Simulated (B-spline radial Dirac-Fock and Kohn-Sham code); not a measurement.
Level of theory: Dirac-Fock (average of configuration) total-energy differences with a finite nucleus, the Breit interaction including its frequency dependence, and self-energy and vacuum-polarisation corrections; a radial B-spline solver. Electron correlation is not included.

**Question.** Identify the element and charge state from the binding energies below (tabulated ground configuration; the least bound level is included).

```tsv
level	binding energy (eV)
1s	3768.8
2s	529.6
2p1/2	446.8
2p3/2	443.9
3s	152.7
```

**Answer.** K⁷⁺: Z = 19 with 12 electrons, [Ne] 3s2. The hydrogen-like estimate √(E/Ry) = 16.6 for the K level lies 2.4 below Z; the outermost level, at 152.7 eV, fixes the charge.

Values without a named source are computed, but for edge energies of neutral atoms, which are taken from tables.
